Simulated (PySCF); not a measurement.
An unknown is described by computed data only.

Formula: C2H10NPSi2.

- Polarisability: 108.8 au [wB97X-D/def2-SVPD]
- Dipole: 1.01 D [wB97X-D/def2-SVPD]
- 13C NMR: chemical shifts (computed TMS as zero) by class: 15.3 (1 C), 6.8 (1 C) ppm [GIAO CAM-B3LYP/pcSseg-1]
- NMR, other nuclei: isotropic shieldings of nuclei other than C and H, by class: 249 (1 N), 338 (1 Si), 366 (1 Si), 559 (1 P) ppm [GIAO CAM-B3LYP/pcSseg-1]
- UV, strongest line: among the 10 lowest singlet transitions: S5 at 7.18 eV (173 nm, f = 0.218) [TDDFT wB97X-D/def2-SVPD]
- Valence photoelectron: vertical ionisation energy: 9.00 eV [ΔSCF wB97X-D/def2-SVPD]
- Rotational structure: rotational constants A, B, C: 3.753, 1.083, 0.938 GHz [PBE0-D3(BJ)/def2-SVP]

Electronic properties: PySCF, gas phase, density fitting. Levels stand in brackets. One conformer (not necessarily the lowest) at the PBE0-D3(BJ)/def2-SVP geometry, without solvent, vibrations or thermal averaging. NMR classes are plain means over equivalent atoms (diastereotopic ones count apart unless rotation or inversion swaps them), as if these changed places fast.

Q: Propose a structure and show how it fits.

A: Numbering: `[PH2:1][Si@@H:2]1[CH2:3][CH2:4][SiH2:5][NH:6]1`. 2 carbons fall into 2 classes; from least to most shielded: ring sp3 carbon bound to silicon [C3] (15.3 ppm), ring sp3 carbon bound to silicon [C4] (6.8 ppm). The other shieldings belong to: 249 ppm, nitrogen bridging silicon atoms [N6]; 338 ppm, SiH silicon [Si2]; 366 ppm, SiH2 silicon [Si5]; 559 ppm, three-coordinate phosphorus [P1]. The first electron is taken from the HOMO, whose largest Löwdin shares are 0.39 on the three-coordinate phosphorus, 0.23 on the nitrogen bridging silicon atoms, 0.13 on the SiH silicon and 0.04 on an Si–H hydrogen. The optimised geometry has point group C1 and is an asymmetric top. Structure: `P[Si@@H]1CC[SiH2]N1`. Computed isomers that give other values at the same levels: `C=C[SiH2]N[SiH2]P` (static isotropic polarisability: 115.2 au). The assignments are read from this structure; whether some other isomer fits the data as well wasn't checked. The mirror image fits equally.
